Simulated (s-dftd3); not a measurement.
C4H5, doublet, geometry from GFN2-xTB; D3(bj) for wb97x (s-dftd3).

s-dftd3 was given this input:
```
$ s-dftd3 mol.xyz --bj wb97x --json dftd3.json --noedisp --grad

# file mol.xyz
9

C     -0.00416143     0.00641022     0.41862519
C     -0.00209261    -0.80382943    -0.82333579
C      0.01842575     0.69136568    -0.93155815
C     -0.01651474     0.03981632     1.67974132
H     -0.91334012    -1.32667342    -1.07822748
H      0.90024908    -1.35023006    -1.05983839
H      0.93730161     1.18394500    -1.21299360
H     -0.88145279     1.20756873    -1.23143505
H     -0.01669960     0.68281303     2.52165902
```

It wrote (shortened):

```
-----------------------------------
 s i m p l e   D F T - D 3  v1.4.0
-----------------------------------

Rational (Becke-Johnson) damping: wb97x-D3(BJ)
---------------------
  s6         1.0000
  s8         0.2641
  s9         0.0000
  a1         0.0000
  a2         5.4959
 alp        14.0000
--------------------

Dispersion energy:      -1.0885121514750E-02 Eh

Gradient norm:           1.2391140756378E-03 Eh/a0
--------------------------------------------------
     #    Z           dE/dx      dE/dy      dE/dz
--------------------------------------------------
     1    6 C    -1.711E-06 -1.169E-05  1.538E-04
     2    6 C    -1.866E-07 -2.642E-04 -3.201E-04
     3    6 C     6.646E-06  2.234E-04 -3.692E-04
     4    6 C    -8.762E-06  4.180E-05  9.176E-04
     5    1 H    -1.035E-04 -1.941E-04 -1.334E-04
     6    1 H     1.011E-04 -1.968E-04 -1.313E-04
     7    1 H     1.072E-04  1.794E-04 -1.563E-04
     8    1 H    -9.935E-05  1.821E-04 -1.584E-04
     9    1 H    -1.479E-06  4.019E-05  1.973E-04
--------------------------------------------------

Virial:
--------------------------------------------------
      component           x          y          z
--------------------------------------------------
          x       7.065E-04  2.109E-05 -5.385E-05
          y       2.109E-05  2.554E-03  2.876E-04
          z      -5.385E-05  2.876E-04  6.385E-03
--------------------------------------------------

[Info] JSON dump of results written to 'dftd3.json'
```
